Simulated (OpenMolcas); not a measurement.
# Co2+: moving the ligands

Co2+ with its 6 nearest fluoride ions at 2.128 Å, on the Ca site of CsCaF3 (a = 4.526 Å, distance in the model lattice 2.263 Å). The rest of the host is ab initio model potentials to 7.6 Å, with orthogonalisation functions on the cations behind the ligands, and point charges beyond; the distance is set by hand and nothing relaxes. Ligand basis ANO-RCC-VDZP.

* Program: OpenMolcas
* Method: SS-CASPT2, IPEA 0.25 Eh, imaginary shift 0.1 Eh (closed shells correlated: 3s 3p and the ligand valence shells)
* Basis: ANO-RCC-VTZP [6s5p3d2f1g]
* Scalar Hamiltonian: DKH2, point nucleus
* Active space: 7 electrons in 5 orbitals (3d)
* State averaging: 2S+1 = 4 even, 10 roots; 2S+1 = 2 even, 40 roots
* Spin-orbit coupling: RASSI with atomic mean-field integrals over the reference wave functions

Runs around this geometry, states (labels of O, the rotations of Oh). Energies in cm-1 above the lowest state or level, χT in cm3 K/mol; under a threefold ground state the first gap can be a small split of the lowest multiplet, not the spin-orbit step.

```json
{"R (Å)": "2.055", "Ground state": "4T1", "First state of that spin": "4T2 7360", "First gap with spin-orbit (degeneracies)": "370 (2, 4)", "χT at 300 K": "3.561", "First state of another spin": "2E 12900"}
{"R (Å)": "2.128", "Ground state": "4T1", "First state of that spin": "4T2 6150", "First gap with spin-orbit (degeneracies)": "370 (2, 4)", "χT at 300 K": "3.633", "First state of another spin": "2E 13960"}
{"R (Å)": "2.263", "Ground state": "4T1", "First state of that spin": "4T2 4550", "First gap with spin-orbit (degeneracies)": "360 (2, 4)", "χT at 300 K": "3.768", "First state of another spin": "2E 15110"}
```

Taking the first state of the same spin as R^-n, n = -ln(4550 / 7360) / ln(2.263 / 2.055) = 5.0 between the shortest and longest distance.

Roots that are degenerate in the reference are averaged as groups; the widest CASPT2 spread within a group is 100 cm-1 (the 2-fold group of multiplicity 2 near 27100 cm-1 above the lowest state of its run, R = 2.128). Shifts and gaps below about the spread of the groups concerned are not significant. Over all roots computed the reference weight is 0.72 to 0.73 in R = 2.055, 0.72 to 0.73 in R = 2.128, 0.72 to 0.73 in R = 2.263; a low but even weight reflects the number of correlated electrons. An orbital triplet at a regular site is open to Jahn-Teller coupling, which can distort the site and quench the lowest spin-orbit gaps and is left out. A single d shell leaves out the double-shell effect, which counts most for late 3d ions, where the CASPT2 field can be off either way by tens of per cent. Ligand-to-metal charge-transfer states are missing. These CASPT2 states fit no ligand-field parameters well, so their order and spin gaps are uncertain. For late 3d ions with one d shell CASPT2 can put B and the spin-flip bands somewhat low as well as high. With one d shell and no ligand orbital active, 10Dq can be off by tens of per cent for divalent 3d ions, low with halides held by bare charges and at times high in hosts. Free-ion shares, where given, are those of the reference states; single-state CASPT2 does not remix them. No measured value stands beside these numbers; the geometry was set by hand and not optimised.
